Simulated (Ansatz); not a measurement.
Geometry optimisation, Ansatz 0.2.0, RKS CAM-B3LYP/def2-SVP.

Input:

```yaml
crystal:
  periodic: [false, false, false]
  atoms:
    - { symbol: B, position_ang: [-0.059864, -0.287996, -0.160588] }
    - { symbol: F, position_ang: [-0.061155, -0.655998, 1.119419] }
    - { symbol: O, position_ang: [1.046024, -0.449329, -0.9017] }
    - { symbol: H, position_ang: [1.799175, -0.793793, -0.404525] }
    - { symbol: H, position_ang: [-1.077698, 0.097156, -0.669028] }
    - { symbol: S, position_ang: [-0.027856, 2.487698, 1.208221] }
    - { symbol: H, position_ang: [1.193734, 2.592073, 1.77] }
    - { symbol: H, position_ang: [-0.301559, 1.31569, 1.8753] }
basis:
  gaussian: { orbitals: def2-SVP }
hamiltonian:
  xc: cam_b3lyp
relax:
  f_tol: 0.03
  max_steps: 50
```

Run as:

```bash
$ ansatz run input.yaml --threads 2 --pin off --max-ram 3072MiB --backend cpu --events-out ev --progress --plain --runs-dir out
```

Question: Where does it end, and by what steps?

Answer: The forces met the threshold. After 8 steps the energy has fallen by 0.062 eV; S6 moved furthest, 0.29 Å.

```csv
step,energy less start (eV),largest force component (eV/Å),accepted
0,0.0000,0.762,yes
1,-0.0519,0.282,yes
2,-0.0568,0.216,yes
3,-0.0601,0.085,yes
4,-0.0608,0.065,yes
5,-0.0615,0.042,yes
6,-0.0617,0.042,yes
7,-0.0620,0.035,yes
8,-0.0622,0.023,yes
```

```xyz
8
Properties=species:S:1:pos:R:3
B -0.069 -0.412 -0.255
F -0.061 -0.697 1.051
O 1.054 -0.550 -0.971
H 1.813 -0.837 -0.445
H -1.089 -0.072 -0.786
S -0.045 2.692 1.408
H 1.239 2.658 1.819
H -0.331 1.524 2.016
```

Whether the end is a true minimum wasn't checked by a vibrational analysis.

The run took 29 s on 2 threads of Arm Neoverse N1, with other jobs on the host, peak memory 0.17 GiB.
